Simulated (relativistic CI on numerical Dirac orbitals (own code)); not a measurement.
What each ingredient does to the levels of Dy X

Base calculation: Dirac-Coulomb-Breit CI, KLI orbitals optimised for each configuration, model QED (radiative potential, 1s self-energy scaled to tabulated hydrogen-like ionisation energies), unscaled Slater integrals.

Configurations in the expansion (outside the closed core [Kr] 4d10): 4f8.5s2.5p, 4f10.5s, 4f8.5s2.6s, 4f8.5s2.7s. The list is cut by size and lacks configurations that can hold low levels.

Variants: (1) QED terms removed; (2) non-relativistic limit. Shifts of the energy above 4f8.5s2.5p 8F°_11/2, in cm⁻¹, for the lowest level and the first level of each name with at least 55 % of one term (blank where a level changes its place among those of its configuration and J or its character, or is not in the variant):

```tsv
Level	Base	Δ(1)	Δ(2)
4f8.5s2.5p 8F°_11/2	0.0	0.0	0.0
4f8.5s2.5p 8F°_7/2	2512.9	-18.8	-2512.9
4f8.5s2.5p 8F°_5/2	4249.3	-24.1	-4249.3
4f8.5s2.5p 8F°_3/2	6063.6	-27.8	-6063.6
4f8.5s2.5p 8F°_1/2	7867.1	-30.9	-7867.1
4f8.5s2.5p 6G°_3/2	44872.9	-19.3	
4f8.5s2.5p 6K°_9/2	51522.9	-22.0
```

At this charge energies of transitions that change n are usually good to better than 1 %, and those within a shell (Δn = 0) to a few per cent. Terms inside the open d or f shell come out 10 to 20 % too wide with unscaled integrals. Levels and lines within the n = 5 or 6 shells can be off by up to 10 % or somewhat more, and those that change n by about 2 %, since core polarisation is missing.

LS names give the leading component of a level, which can be under half, so a name can repeat, a term be missing and a line seem to break the LS rules.
